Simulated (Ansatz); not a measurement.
SbH2Et (C₂H₇Sb). Total charge 0; singlet. Geometry PBE0-D4/def2-SVP.

Cartesian coordinates in Å:
```
Sb -0.799 0.995 -1.433
H -1.190 2.524 -0.752
H 0.818 1.499 -1.729
C -0.299 0.097 0.502
C 0.460 -1.211 0.354
H -1.256 -0.055 1.025
H 0.275 0.836 1.078
H 0.668 -1.665 1.337
H -0.106 -1.953 -0.232
H 1.429 -1.066 -0.149
```

In the def2 sets Sb takes a core potential; there is no spin–orbit coupling.

Estimate the orbital energies around the gap (eV) in Ansatz with PBE-D4/def2-TZVP, PBE-D4/def2-TZVPD, r2SCAN-D4/def2-TZVPD, r2SCANh-D4/def2-TZVP, PBE0-D4/def2-TZVPD.


```csv
orbital,PBE-D4/def2-TZVP,PBE-D4/def2-TZVPD,r2SCAN-D4/def2-TZVPD,r2SCANh-D4/def2-TZVP,PBE0-D4/def2-TZVPD
HOMO−13,-32.48,-32.49,-33.37,-34.50,-35.55
HOMO−12,-32.38,-32.39,-33.27,-34.39,-35.43
HOMO−11,-32.37,-32.38,-33.26,-34.38,-35.43
HOMO−10,-32.31,-32.32,-33.19,-34.31,-35.35
HOMO−9,-18.78,-18.79,-19.79,-20.65,-21.30
HOMO−8,-15.32,-15.33,-16.09,-16.83,-17.45
HOMO−7,-13.43,-13.43,-13.94,-14.58,-15.17
HOMO−6,-10.91,-10.92,-11.35,-11.95,-12.56
HOMO−5,-10.24,-10.25,-10.65,-11.22,-11.80
HOMO−4,-9.22,-9.23,-9.56,-10.10,-10.69
HOMO−3,-8.50,-8.51,-8.84,-9.37,-9.95
HOMO−2,-7.91,-7.91,-8.25,-8.70,-9.16
HOMO−1,-7.15,-7.15,-7.42,-7.85,-8.32
HOMO,-5.94,-5.95,-6.17,-6.54,-6.94
LUMO,-1.01,-1.14,-0.80,-0.46,-0.43
LUMO+1,-0.64,-0.75,-0.47,-0.13,-0.01
LUMO+2,0.28,-0.30,0.40,1.09,0.32
LUMO+3,1.12,0.34,1.14,2.10,0.95
LUMO+4,1.53,0.69,1.52,2.58,1.29
LUMO+5,1.74,1.09,1.93,2.77,1.73
```
